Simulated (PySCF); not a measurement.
NbO2F, SMILES [O]=[Nb](=[O])[F], multiplicity 1.

Geometry: PBE0-D3(BJ)/def2-TZVP. The multiplicity is an assumed one; other spin states were not compared. The def2 effective core potentials stand for the cores of Nb; spin–orbit coupling is left out.

Level of theory: PBE0-D3(BJ)/def2-TZVP in PySCF 2.14.0.

Frequencies are harmonic and unscaled.

```
mode  ν (cm⁻¹)  IR (km/mol)  moving atoms (share of kinetic energy)
----  --------  -----------  --------------------------------------
1          176         68.4                 O 47 %, Nb 28 %, F 25 %
2          220          7.4                 O 45 %, F 43 %, Nb 12 %
3          346          4.8                          O 87 %, Nb 9 %
4          669        158.2                         F 79 %, Nb 19 %
5          992        308.9                         O 81 %, Nb 19 %
6         1040         88.1                         O 88 %, Nb 12 %
```
